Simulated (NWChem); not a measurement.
System: SiH3TeOF; SMILES F[Te]O[SiH3]

Here is an NWChem input.

```
start job
memory heap 200 mb stack 900 mb global 1100 mb
geometry units angstroms noautoz
  Te     0.086170    -0.819495     0.296666
  F     -1.748037    -1.019550    -0.378626
  O      0.519016     0.934083    -0.570592
  Si    -0.015754     2.393886     0.135670
  H     -1.513877     2.418593     0.249147
  H      0.457215     3.476461    -0.789190
  H      0.589454     2.580564     1.501199
end
basis spherical
  Te library def2-svp
  F library def2-svp
  O library def2-svp
  Si library def2-svp
  H library def2-svp
end
ecp
  Te library def2-ecp
end
dft
  xc xpbe96 cpbe96
  iterations 150
  mulliken
end
task dft gradient
```

Output (shortened):

```
             Northwest Computational Chemistry Package (NWChem) 7.3.0
             --------------------------------------------------------

 C1  symmetry detected

                             Geometry "geometry" -> ""
                             -------------------------

 Output coordinates in angstroms (scale by  1.889725989 to convert to a.u.)

  No.       Tag          Charge          X              Y              Z
 ---- ---------------- ---------- -------------- -------------- --------------
    1 Te                  52.0000     0.29432531    -0.77549206     0.04901314
    2 F                    9.0000    -1.63098728    -1.14669858    -0.07642101
    3 O                    8.0000     0.28302634     1.06040065    -0.75341952
    4 Si                  14.0000    -0.14923176     2.40923571     0.20031350
    5 H                    1.0000    -1.54032313     2.25663151     0.74752164
    6 H                    1.0000    -0.07730319     3.58719848    -0.72611206
    7 H                    1.0000     0.81662950     2.58953900     1.34066327

 Effective nuclear repulsion energy (a.u.)     465.2482311477

 Summary of "ao basis" -> "ao basis" (spherical)
 ------------------------------------------------------------------------------
       Tag                 Description            Shells   Functions and Types
 ---------------- ------------------------------  ------  ---------------------
 Te                         def2-svp                10       26   4s4p2d
 F                          def2-svp                 6       14   3s2p1d
 O                          def2-svp                 6       14   3s2p1d
 Si                         def2-svp                 8       18   4s3p1d
 H                          def2-svp                 3        5   2s1p

            General Information
            -------------------
          SCF calculation type: DFT
          Wavefunction type:  closed shell.
          No. of atoms     :     7
          No. of electrons :    58
           Alpha electrons :    29
            Beta electrons :    29
          Charge           :     0
          Spin multiplicity:     1
          Use of symmetry is: off; symmetry adaption is: off
          Maximum number of iterations: 150
          AO basis - number of functions:    87
                     number of shells:    39
          Convergence on energy requested:  1.00D-06
          Convergence on density requested:  1.00D-05
          Convergence on gradient requested:  5.00D-04

              XC Information
              --------------
          PerdewBurkeErnzerhof Exchange Functional  1.000
            Perdew 1991 LDA Correlation Functional  1.000 local
           PerdewBurkeErnz. Correlation Functional  1.000 non-local

             Grid Information
             ----------------
          Grid used for XC integration:  medium
          Radial quadrature: Mura-Knowles
          Angular quadrature: Lebedev.
          Tag              B.-S. Rad. Rad. Pts. Rad. Cut. Ang. Pts.
          ---              ---------- --------- --------- ---------
          Te                  1.40      123          11.0       590
          F                   0.50       49          12.0       434
          O                   0.60       49           8.0       434
          Si                  1.10       88          10.0       590
          H                   0.35       45          12.0       434
          Grid pruning is: on
          Number of quadrature shells:   444
          Spatial weights used:  Erf1

      Superposition of Atomic Density Guess
      -------------------------------------

 Sum of atomic energies:        -775.44376500

      Non-variational initial energy
      ------------------------------

 Total energy =    -731.578612
 1-e energy   =   -1634.191349
 2-e energy   =     640.340179
 HOMO         =      -0.209603
 LUMO         =      -0.075066

     ---------------------------------------------
      Total Density - Mulliken Population Analysis
     ---------------------------------------------

    Atom       Charge   Shell Charges
 -----------   ------   -------------------------------------------------------
    1 Te  24    22.83   1.77  0.27  1.22  0.64  2.92  3.11  1.44  1.36  9.85  0.25
    2 F    9     9.66   1.99  1.15  0.81  3.49  2.21  0.00
    3 O    8     8.96   1.99  1.11  0.73  3.00  2.12  0.00
    4 Si  14    13.26   2.00  1.99  0.97  0.26  5.94  1.01  0.92  0.18
    5 H    1     1.09   0.70  0.38  0.01
    6 H    1     1.10   0.70  0.39  0.01
    7 H    1     1.09   0.70  0.38  0.01

   convergence    iter        energy       DeltaE   RMS-Dens  Diis-err
 ---------------- ----- ----------------- --------- --------- ---------
 d= 0,ls=0.0,diis     1   -733.6927653199 -9.96D+02  3.02D-02  9.31D-01
 d= 0,ls=0.0,diis     2   -732.8891920337  8.04D-01  2.00D-02  8.38D+00
 d= 0,ls=0.0,diis     3   -733.8115765289 -9.22D-01  3.98D-03  5.60D-02
 d= 0,ls=0.0,diis     4   -733.8076087905  3.97D-03  2.64D-03  1.03D-01
 d= 0,ls=0.0,diis     5   -733.8164402475 -8.83D-03  1.06D-03  1.40D-02
  Resetting Diis
 d= 0,ls=0.0,diis     6   -733.8180981882 -1.66D-03  1.52D-04  8.98D-05
 d= 0,ls=0.0,diis     7   -733.8181115074 -1.33D-05  1.06D-04  9.29D-06
 d= 0,ls=0.0,diis     8   -733.8181084458  3.06D-06  6.09D-05  3.31D-05
 d= 0,ls=0.0,diis     9   -733.8181128017 -4.36D-06  1.62D-05  4.21D-06
 d= 0,ls=0.0,diis    10   -733.8181132387 -4.37D-07  3.28D-06  1.66D-07

         Total DFT energy =     -733.818113238742
      One electron energy =    -1635.552584179368
           Coulomb energy =      700.965208084404
    Exchange-Corr. energy =      -61.503295124697
 Nuclear repulsion energy =      262.272557980920

 Numeric. integr. density =       58.000037455477

                       DFT Final Molecular Orbital Analysis
                       ------------------------------------

 Vector   27  Occ=2.000000D+00  E=-2.896838D-01
              MO Center= -1.4D-01,  1.9D+00, -2.4D-01, r^2= 4.1D+00
   Bfn.  Coefficient  Atom+Function         Bfn.  Coefficient  Atom+Function
  ----- ------------  ---------------      ----- ------------  ---------------
    46      0.320436  3 O  pz                78      0.289884  6 H  s
    49      0.245179  3 O  pz                79      0.209996  6 H  s
    73     -0.185320  5 H  s                 12      0.180336  1 Te py
    64     -0.179788  4 Si pz                31      0.175721  2 F  py
    83     -0.143069  7 H  s                 34     -0.125328  2 F  py

 Vector   28  Occ=2.000000D+00  E=-2.755703D-01
              MO Center= -3.1D-02,  1.5D+00,  2.7D-02, r^2= 3.1D+00
   Bfn.  Coefficient  Atom+Function         Bfn.  Coefficient  Atom+Function
  ----- ------------  ---------------      ----- ------------  ---------------
    44      0.440615  3 O  px                47      0.331507  3 O  px
    83     -0.249656  7 H  s                 73      0.230511  5 H  s
    84     -0.202905  7 H  s                 74      0.179707  5 H  s
    62     -0.155330  4 Si px                46      0.139931  3 O  pz
    30     -0.129525  2 F  px                49      0.108123  3 O  pz

 Vector   29  Occ=2.000000D+00  E=-1.905418D-01
              MO Center=  1.7D-01, -6.6D-01,  5.2D-03, r^2= 2.7D+00
   Bfn.  Coefficient  Atom+Function         Bfn.  Coefficient  Atom+Function
  ----- ------------  ---------------      ----- ------------  ---------------
    13      0.554186  1 Te pz                16      0.449900  1 Te pz
    32      0.222229  2 F  pz                10     -0.209177  1 Te pz
    12      0.201214  1 Te py                46     -0.201748  3 O  pz
    15      0.198282  1 Te py                35     -0.169839  2 F  pz
     7     -0.162491  1 Te pz                49     -0.156954  3 O  pz

 Vector   30  Occ=0.000000D+00  E=-1.162117D-01
              MO Center=  2.3D-01, -7.3D-01,  5.3D-02, r^2= 3.1D+00
   Bfn.  Coefficient  Atom+Function         Bfn.  Coefficient  Atom+Function
  ----- ------------  ---------------      ----- ------------  ---------------
    14      0.513602  1 Te px                11      0.449902  1 Te px
    15      0.365346  1 Te py                12      0.291997  1 Te py
    30     -0.290217  2 F  px                33      0.231011  2 F  px
    29      0.215630  2 F  s                 43     -0.183603  3 O  s
     8     -0.170455  1 Te px                44     -0.148828  3 O  px

 Vector   31  Occ=0.000000D+00  E=-1.001583D-01
              MO Center=  9.7D-02, -2.7D-01, -6.7D-02, r^2= 3.6D+00
   Bfn.  Coefficient  Atom+Function         Bfn.  Coefficient  Atom+Function
  ----- ------------  ---------------      ----- ------------  ---------------
    15      0.432756  1 Te py                43     -0.394568  3 O  s
     3      0.370151  1 Te s                 12      0.368507  1 Te py
    14     -0.319749  1 Te px                11     -0.274519  1 Te px
    16     -0.241014  1 Te pz                45      0.231765  3 O  py
    13     -0.208189  1 Te pz                48      0.204055  3 O  py

[...]

                         DFT ENERGY GRADIENTS

    atom               coordinates                        gradient
                 x          y          z           x          y          z
   1 Te      0.556194  -1.465467   0.092621   -0.000080   0.000409   0.000048
   2 F      -3.082119  -2.166946  -0.144415    0.000081   0.000151  -0.000001
   3 O       0.534842   2.003867  -1.423756   -0.000049   0.000010   0.000056
   4 Si     -0.282007   4.552795   0.378538   -0.000008  -0.000222  -0.000022
   5 H      -2.910789   4.264415   1.412611    0.000086  -0.000128  -0.000044
   6 H      -0.146082   6.778822  -1.372153    0.000004  -0.000094   0.000030
   7 H       1.543206   4.893519   2.533486   -0.000034  -0.000126  -0.000066
```

Level: PBE/def2-SVP with def2 effective core potentials on Te. All runs use the structure optimised with PBE-D3(BJ)/def2-SVP. def2 effective core potentials on Te; no spin-orbit coupling.
